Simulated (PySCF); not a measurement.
FH2MoNOS, SMILES [NH2][Mo](=[S])([F])=[O], multiplicity 1. Atoms are numbered in the order given.

```xyz
7

Mo    -0.0771     0.2001     0.0540
O      0.8598     1.3470     0.8451
S      0.9158    -1.6811    -0.0069
F     -1.7326     0.0200     0.8823
N     -0.3064     0.7972    -1.7527
H     -0.1720     1.7702    -2.0266
H     -0.3801     0.1876    -2.5656
```

Geometry: B3LYP-D3(BJ)/def2-SVP. The multiplicity is an assumed one; no other spin state was optimised. The structure was generated by enumeration; whether it is a known compound was not checked. The def2 effective core potentials stand for the cores of Mo; spin–orbit coupling is left out. One conformer was computed; it need not be the lowest.

Computed with PySCF with B3LYP/def2-TZVP.

ESP charges are fitted to the potential on shells at 1.4 to 2.0 van der Waals radii. Atomic charges (e):

```tsv
atom	Löwdin	Mulliken	ESP fit
Mo1	0.40	1.60	…
O2	-0.26	-0.53	-0.38
S3	0.11	-0.39	…
F4	-0.26	-0.46	-0.28
N5	-0.33	-0.74	-0.89
H6	0.17	0.27	…
H7	0.17	0.27	…
```

Question: Some entries are withheld; supply them. (The exact figures need the calculation; the answer reports its results.)

Answer: 
- Mo1, ESP fit: 1.03
- S3, ESP fit: -0.27
- H6, ESP fit: 0.42
- H7, ESP fit: 0.37
